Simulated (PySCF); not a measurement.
Cartesian coordinates (Å):
```xyz
10

C      1.6543     0.4083    -0.4595
Si     0.2059    -0.1230     0.6041
Si    -1.5716    -1.3277    -0.1938
Si    -1.9210     0.6835     0.3337
H      2.4149    -0.3771    -0.4810
H      1.3336     0.6157    -1.4813
H      2.1159     1.3091    -0.0453
H      0.7336    -0.3912     1.9755
H     -2.0962    -2.6228    -0.7097
H     -2.8694     1.8254     0.4572
```
Charge 0, spin multiplicity 1.

Problem. What is the computed dipole moment, total energy and HOMO–LUMO gap (PBE0-D3(BJ)/def2-TZVP in PySCF 2.14.0)?

Solution. 
| Item | Result |
|---|---|
| dipole moment | 0.66 D |
| total energy | -24755.76 eV |
| HOMO–LUMO gap | 4.36 eV |
